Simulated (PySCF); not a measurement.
Property card for `FC1=C(C(F)(F)F)OC=CO1`

C₅H₂F₄O₂.
Numbering: `[F:1][C:2]1=[C:3]([C:4]([F:5])([F:6])[F:7])[O:8][CH:9]=[CH:10][O:11]1` (hydrogens: H12 on C9; H13 on C10)

Some functional groups and rings: C=C double bond, ether, CF3 group and C–F bond.

**GFN2-xTB geometry**

```
Rotational constants A, B, C of the GFN2-xTB geometry : 1.876, 0.948, 0.707 GHz
```

From PBE0/pcSseg-1 ground state and GIAO shieldings, non-relativistic (PySCF):

```
Dipole moment                                               : 3.55 D
HOMO energy                                                 : -6.52 eV
LUMO energy                                                 : -1.00 eV
HOMO–LUMO gap                                               : 5.52 eV
Lowest Hirshfeld atomic charge                              : -0.11 e on O8
Highest Hirshfeld atomic charge                             : +0.25 e on C4
13C chemical shifts (computed TMS as zero) by class         : 164.6 (C2), 136.7 (C9), 132.4 (C10), 129.3 (C4), 116.6 (C3) ppm
1H chemical shifts (computed TMS as zero) by class          : 5.75 (H13), 5.74 (H12) ppm
Isotropic shieldings of nuclei other than C and H, by class : 208 (O11), 246 (O8), 254 (F5/F6/F7), 287 (F1) ppm
Mayer bond orders between heavy atoms                       : F1–C2 1.03, C2–C3 1.67, C3–C4 0.97, C4–F5 1.02, C4–F6 1.01, C4–F7 1.01, C3–O8 0.93, O8–C9 0.97, C9–C10 1.85, C10–O11 0.90, O11–C2 1.01
```

Monoisotopic mass from the formula: 169.9991 u.

In atomic units the dipole is 1.40 e·bohr (1 au = 2.5417 D). With B = h/(8π²I), that is 505.379 GHz u Å² over I, the principal moments of inertia are 269.5, 533.0 and 714.9 u Å² (most abundant isotopes); the inertial defect Ic − Ia − Ib is -87.6 u Å² (zero for a rigid planar frame, negative otherwise). The rotational constants make it an asymmetric top with κ = (2B − A − C)/(A − C) = -0.59, nearer the prolate limit (−1).

Geometry: GFN2-xTB; no solvent or vibrations. NMR classes are plain means over equivalent atoms (diastereotopic ones count apart unless rotation or inversion swaps them), as if these changed places fast; in this geometry the members of some classes differ.

Conformer computed: `[F:1][C:2]1=[C:3]([C:4]([F:5])([F:6])[F:7])[O:8][CH:9]=[CH:10][O:11]1`: C2–C3–C4–F5 -2°.
